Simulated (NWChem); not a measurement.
# CH$_{6}$F$_{2}$Si$_{2}$; SMILES FC(F)[SiH2][SiH3]

```xyz
11

F     -0.3315     1.3913    -1.4186
C      0.2565     1.4273    -0.1721
F     -0.7427     1.6402     0.7538
Si     1.0736    -0.2830     0.1786
Si    -0.6014    -1.9234     0.0490
H      0.9164     2.3037    -0.1475
H      1.6982    -0.2241     1.5291
H      2.1457    -0.4945    -0.8331
H     -1.2129    -1.9281    -1.3059
H     -0.0150    -3.2663     0.3142
H     -1.6610    -1.6571     1.0570
```
Atoms are numbered in this order, from 1.

Level: B3LYP/6-31G* (spherical d) (NWChem), optimised geometry, unscaled harmonic frequencies. B3LYP is NWChem's, with the RPA form of VWN correlation.

**Question.** List the harmonic frequencies with IR intensities, and the thermochemistry.

**Answer.** 
| frequency (cm⁻¹) | IR intensity (km/mol) |
|---|---|
| 55 | 0.3 |
| 99 | 2.2 |
| 103 | 0.0 |
| 220 | 0.7 |
| 339 | 25.9 |
| 389 | 17.6 |
| 427 | 0.1 |
| 497 | 14.3 |
| 566 | 1.5 |
| 599 | 2.6 |
| 651 | 28.9 |
| 704 | 18.0 |
| 824 | 316.3 |
| 903 | 103.6 |
| 941 | 3.7 |
| 948 | 42.1 |
| 955 | 99.9 |
| 1067 | 129.6 |
| 1103 | 86.0 |
| 1334 | 68.1 |
| 1373 | 6.0 |
| 2234 | 102.5 |
| 2244 | 80.1 |
| 2249 | 59.8 |
| 2256 | 108.7 |
| 2265 | 187.1 |
| 3059 | 44.4 |

The zero-point energy is 40.6 kcal/mol, the thermal correction to the enthalpy at 298.15 K (with zero-point energy) is 46.1 kcal/mol and the heat capacity Cv is 26.6 cal/(mol K). The entropy at 298.15 K and 1 atm (symmetry number 1) is 87.4 cal/(mol K) and the dipole moment is 1.53 D.

Rigid rotor and harmonic oscillator; modes under 100 cm⁻¹ make the entropy uncertain.
